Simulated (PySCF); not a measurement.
**Computed spin Hamiltonian**

Compound: C6H9N (charge +1 and doublet state).
Cartesian coordinates in Å at the GFN2-xTB level; atoms count from 1:
```xyz
16
C6H9N angstrom
C      3.188   -0.275   -0.438
C      2.210    0.670   -0.314
N      0.945    0.389   -0.229
C     -0.250    0.142   -0.104
C     -1.395   -0.018   -1.063
C     -2.348   -0.259    0.119
C     -1.154   -0.101    1.073
H      4.220    0.020   -0.503
H      2.958   -1.327   -0.472
H      2.455    1.728   -0.288
H     -1.259   -0.858   -1.743
H     -1.580    0.883   -1.646
H     -2.810   -1.241    0.134
H     -3.117    0.499    0.234
H     -0.878   -0.992    1.635
H     -1.193    0.750    1.752
```

The hyperfine couplings belong to this conformer and change with its torsions.

The species is `[CH2+][CH]N=C1CCC1` [radical] (charge +1).

The calculation used UKS B3LYP, pcH-1 on C H N, non-relativistic, mean-field spin-orbit, GIAO in PySCF 2.14.0. Isolated species at its GFN2-xTB geometry (one conformer only). A GFN2-xTB geometry isn't a minimum of the functional, and hyperfine couplings can be far from their values at a DFT geometry, by a factor of two or more for some ions and for spin on atoms past the first row. Stability of the SCF solution: not tested.

* g1, g2, g3: 2.00191, 2.00220, 2.00319
* g_iso: 2.00243
* Form of g: rhombic: the two nearest values differ by 23 % of g3 − g1
* ⟨S²⟩: 0.7685 (exact 0.7500)

Isotropic coupling and dipolar principal values T1 to T3, in 10⁻⁴ cm⁻¹; ρ(0) is the spin density at the nucleus (1 × 10⁻⁴ cm⁻¹ = 2.998 MHz):

```
atom  isotope  a_iso     T1     T2    T3  Mulliken spin population  ρ(0) (bohr⁻³)
  C1      13C   18.7  -17.8  -17.5  35.3                      0.68         0.0498
  C2      13C  -13.7   -5.3    1.5   3.8                     -0.12        -0.0364
  N3      14N    6.8   -7.6   -6.1  13.7                      0.43         0.0632
  C4      13C  -13.0   -2.9    0.5   2.4                     -0.07        -0.0348
  C5      13C   16.3   -2.6   -2.3   4.9                      0.07         0.0433
  C6      13C   -1.2   -0.2   -0.1   0.2                      0.00        -0.0032
  C7      13C   16.3   -2.6   -2.4   5.1                      0.07         0.0436
  H8       1H  -14.8   -8.4   -0.8   9.2                     -0.03        -0.0099
  H9       1H  -14.3   -7.6   -1.1   8.7                     -0.03        -0.0096
 H10       1H    3.3   -1.7    0.0   1.8                      0.01         0.0022
 H11       1H   -1.2   -1.3   -0.1   1.3                      0.00        -0.0008
 H12       1H   -1.3   -1.2   -0.2   1.4                      0.00        -0.0009
 H13       1H    0.0   -0.4   -0.2   0.6                      0.00         0.0000
 H14       1H    0.0   -0.4   -0.2   0.6                      0.00         0.0000
 H15       1H   -1.3   -1.3    0.0   1.3                      0.00        -0.0009
 H16       1H   -1.4   -1.3   -0.2   1.5                      0.00        -0.0009
```

The largest Mulliken spin populations are on C1 (+0.68), N3 (+0.43), C2 (-0.12) and C7 (+0.07). The angles at C1 add up to 360.0°, so it is planar; its axial dipolar tensor and the negative couplings of its protons fit spin in a p orbital normal to that plane.

The SMILES `[CH2+][CH]N=C1CCC1` draws the unpaired electron on C2, whose computed spin population is only -0.12.

Axes: g1 points within 3° of the C1–H8 bond.

Under fast tumbling the dipolar parts average out, and these isotropic splittings remain: 1 × 1H (H8, I = 1/2, 2 lines) with 1.58 mT, 1 × 1H (H9, I = 1/2, 2 lines) with 1.53 mT, 1 × 14N (N3, I = 1, 3 lines) with 0.73 mT, 1 × 1H (H10, I = 1/2, 2 lines) with 0.36 mT, 2 × 1H (H15/H16, I = 1/2, 3 lines) with 0.14 mT and 2 × 1H (H11/H12, I = 1/2, 3 lines) with 0.14 mT.

Class means assume fast exchange of nuclei equivalent by connectivity; if that motion is slow, each nucleus keeps its own coupling. H8 and H9 aren't averaged: C1 is flat or nearly so (angle sum 360°), and its turn about the short C1–C2 bond (1.37 Å) is taken as slow.

The 13C coupling of C1 (56.0 MHz) shows only in satellite lines or after enrichment, since that isotope makes up about 1.07 % of natural carbon.
